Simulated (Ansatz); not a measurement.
Basis sets compared for Ga₉P₉H₂₄, a nanocrystal cut from wurtzite GaP (hydrogen-capped). The state is a singlet with charge 0. Geometry r2SCAN-D4/def2-SVP. Ansatz on 5 threads of AMD EPYC 7R13 on a shared host and a share (37 GiB) of an NVIDIA H100 80GB HBM3; times are rough, and most runs start from earlier orbitals.

```xyz
42

Ga    3.692   -1.942    2.336
P     3.459    0.455    2.790
P     1.820   -2.119    0.849
Ga   -0.249   -1.744    1.943
Ga    1.735    1.791    1.807
P    -0.272    0.634    2.329
P    -2.009   -2.081    0.392
Ga   -4.173   -1.865    1.402
Ga   -2.076    1.829    1.352
P    -4.009    0.530    1.897
Ga    2.154   -0.928   -1.173
P     1.929    1.381   -0.523
P     0.296   -1.299   -2.598
Ga   -1.836   -0.888   -1.648
Ga    0.220    2.608   -1.624
P    -1.724    1.418   -0.959
Ga    0.561   -0.257   -4.741
P     0.491    2.056   -3.935
H     3.378   -2.655    3.691
H     5.031   -2.088    1.543
H     3.391    0.694    4.188
H     4.679    1.134    2.528
H     1.769   -3.485    0.452
H    -0.417   -2.520    3.288
H     1.774    3.293    2.230
H    -0.437    0.809    3.731
H    -1.892   -3.448    0.015
H    -4.197   -2.577    2.793
H    -5.293   -1.991    0.318
H    -2.184    3.332    1.758
H    -4.273    0.774    3.271
H    -5.119    1.229    1.351
H     3.541   -1.176   -1.845
H     3.139    2.022   -0.905
H     0.312   -2.700   -2.843
H    -3.032   -1.111   -2.628
H     0.200    4.141   -1.333
H    -2.798    2.082   -1.614
H     2.015   -0.470   -5.273
H    -0.735   -0.440   -5.596
H     1.634    2.773   -4.378
H    -0.497    2.798   -4.635
```

Single mean-field runs in def2-SVP, def2-TZVP are fitted with def2-universal-jkfit.

Binding counts from free atoms (Ga doublet, P quartet, H doublet) in the same basis, without a counterpoise term.

| level | functions | energy (Eh) | HOMO (eV) | LUMO (eV) | binding per atom (eV) | wall time |
| --- | --- | --- | --- | --- | --- | --- |
| PBE-D4/def2-SVP | 570 | -20403.5741 | -5.97 | -1.87 | 2.79 | 20 s |
| PBE0-D4/def2-SVP | 570 | -20404.2519 | -6.99 | -1.16 | 2.79 | 23 s |

**Question.** Estimate the rows for PBE-D4/def2-TZVP (with forces), PBE0-D4/def2-TZVP.

**Answer.** 
```csv
level,functions,energy (Eh),HOMO (eV),LUMO (eV),binding per atom (eV),wall time
PBE-D4/def2-TZVP (with forces),909,-20406.8518,-6.00,-2.09,2.78,19 s
PBE0-D4/def2-TZVP,909,-20407.5044,-6.99,-1.37,2.78,22 s
```
